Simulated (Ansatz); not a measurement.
Isolated molecules relaxed with PBE0-D4/def2-TZVP in Ansatz; ΔE leaves out vibrations. CCSD(T)/CBS adds triple-zeta CCSD(T) − MP2 to the extrapolated MP2 energy (def2 sets, frozen cores). This one scheme is used for every species. DFT in def2-TZVPP. HSE06 is defined as in plane-wave codes. One conformer a species, not always the lowest.

Reaction (ligand exchange at the Si–C bond): `C=C=C([SiH3])[SiH3]` + `[NH2][AlH][OH]` → `[OH][AlH][NH][SiH3]` + `C=C=C[SiH3]`

| level | ΔE (kcal/mol) | difference from CCSD(T)/CBS |
| --- | --- | --- |
| LDA (SPW92) | -6.8 | 1.2 |
| PBE0-D4 | -7.0 | 1.0 |
| HSE06-D4 | -7.0 | 1.0 |
| BHLYP-D4 | -8.8 | -0.8 |
| ωB97X-V | -8.3 | -0.3 |
| revPBE | -7.0 | 1.0 |
| BLYP | -8.6 | -0.6 |
| PBE0 | -7.6 | 0.4 |
| BHLYP | -9.8 | -1.8 |
| RPA@PBE/def2-TZVPP | -8.5 | -0.5 |
| HF/def2-TZVPP | -11.0 | -3.0 |
| MP2/def2-TZVPP | -7.4 | 0.6 |
| SCS-MP2/def2-TZVPP | -8.4 | -0.4 |
| CCSD(T)/def2-TZVPP | -8.4 | -0.4 |
| HF/CBS(def2) | -11.1 | -3.1 |
| MP2/CBS(def2) | -7.0 | 1.0 |
| CCSD(T)/CBS | -8.0 | 0 |

Largest T1 diagnostic among the species: 0.013.

From BLYP to BHLYP (50 % exact exchange), in def2-TZVPP and without D4, ΔE moves by −1.2 kcal/mol. Leaving LDA and LC-ωPBE aside and taking each functional with its dispersion term where it has one, the values, not all of them listed here, spread over 2.8 kcal/mol, from BHLYP-D4 to revPBE-D4. In def2-TZVPP, CCSD(T) changes the Hartree–Fock value by +2.6 kcal/mol (the triples alone add +0.6 kcal/mol) and MP2 by +3.6 kcal/mol.
